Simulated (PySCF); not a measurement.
Start geometry of `[Cl][GeH]([Cl])[GeH3]` from GFN2-xTB (Å):
```
atom  x, y, z in Å
Cl1    1.944   -1.602   -1.123
Ge2    1.135   -0.027    0.078
Cl3    1.941    1.782   -0.668
Ge4   -1.244    0.009    0.054
H5     1.784   -0.229    1.456
H6    -1.839    1.114    0.904
H7    -1.849   -1.278    0.572
H8    -1.817    0.211   -1.325
```

Question: What comes out of this run: PySCF 2.14.0, PBE0-D3(BJ)/def2-SVP geometry optimisation, gas phase?

Answer: 
```
atom  x, y, z in Å
Cl1    2.142   -1.328   -0.874
Ge2    1.443    0.181    0.510
Cl3    2.121    2.099   -0.228
Ge4   -0.974    0.164    0.440
H5     2.170   -0.059    1.842
H6    -1.515    1.301    1.321
H7    -1.483   -1.194    0.949
H8    -1.382    0.376   -1.024
```

The energy falls by 0.118 eV over 8 energy and gradient evaluations, the largest force component goes from 0.0145 to 3.6e-04 Eh/bohr, and the atoms move by 0.102 Å rms after alignment. The bond that changes most is Ge2–Cl3 (ends: germanium bonded to 2 Cl, Ge and H; chlorine bonded to Ge), which lengthens by 0.047 Å. Bonds longer at the end by more than 0.005 Å: 6 of 7; shorter: 0. Among the angles that change most is Ge2–Ge4–H8, from 113.0° to 107.0°. Rotational constants go from 2135, 1079, 783.5 to 1995, 1091, 787.7 MHz. The orientation of the end geometry is arbitrary; only internal coordinates are fixed.

The run used 120 basis functions and 45 SCF cycles in all. Hardware: one thread, Arm Neoverse V2 (aarch64), shared host. Cost: 53 s wall, 0.51 GiB resident at most.

Not checked by PBE0-D3(BJ)/def2-SVP frequencies.
